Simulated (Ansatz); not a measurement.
GeH8N2SSi (`N[SiH2][S][GeH2][NH2]`). Total charge 0; spin multiplicity 1. The geometry is a stationary point of PBE0-D4/def2-TZVP. It is one conformer, not always the lowest.

```xyz
13

N    -1.720   -0.409   -0.149
Si   -0.766   -0.877    1.209
S     0.466    0.741    1.803
Ge    1.160    1.369   -0.248
N     1.475    0.001   -1.416
H    -2.168   -1.131   -0.693
H    -2.318    0.400   -0.072
H    -0.005   -2.068    0.747
H    -1.508   -1.247    2.445
H     2.481    2.108    0.008
H     0.091    2.276   -0.870
H     0.631   -0.507   -1.649
H     2.182   -0.655   -1.115
```

Question: What is the dipole moment at ωB97M-V/def2-TZVPP? (Estimate.)

Answer: Ansatz gave: 2.23 D, with components (-1.55, -0.97, -1.27) D in this frame, pointing from negative to positive charge.

Question: And with PBE, r2SCAN, B3LYP? (Estimate.)

Answer: Ansatz gave: PBE 2.24 D, r2SCAN 2.30 D, B3LYP 2.22 D.

Question: Give the Mulliken charges with ωB97M-V, B3LYP, PBE in def2-TZVPP. (Best estimate.)

Answer: The calculation gave: 
```json
{"atom": "N1", "ωB97M-V": "-0.38", "B3LYP": "-0.41", "PBE": "-0.39"}
{"atom": "Si2", "ωB97M-V": "0.32", "B3LYP": "0.43", "PBE": "0.34"}
{"atom": "S3", "ωB97M-V": "-0.34", "B3LYP": "-0.39", "PBE": "-0.35"}
{"atom": "Ge4", "ωB97M-V": "0.30", "B3LYP": "0.37", "PBE": "0.32"}
{"atom": "N5", "ωB97M-V": "-0.36", "B3LYP": "-0.38", "PBE": "-0.37"}
{"atom": "H6", "ωB97M-V": "0.12", "B3LYP": "0.14", "PBE": "0.15"}
{"atom": "H7", "ωB97M-V": "0.13", "B3LYP": "0.15", "PBE": "0.16"}
{"atom": "H8", "ωB97M-V": "-0.04", "B3LYP": "-0.08", "PBE": "-0.07"}
{"atom": "H9", "ωB97M-V": "-0.04", "B3LYP": "-0.08", "PBE": "-0.08"}
{"atom": "H10", "ωB97M-V": "0.03", "B3LYP": "0.01", "PBE": "0.00"}
{"atom": "H11", "ωB97M-V": "0.02", "B3LYP": "-0.01", "PBE": "-0.01"}
{"atom": "H12", "ωB97M-V": "0.12", "B3LYP": "0.13", "PBE": "0.14"}
{"atom": "H13", "ωB97M-V": "0.12", "B3LYP": "0.13", "PBE": "0.15"}
```

B3LYP here is the variant with VWN-RPA as its local correlation; programs differ in this.
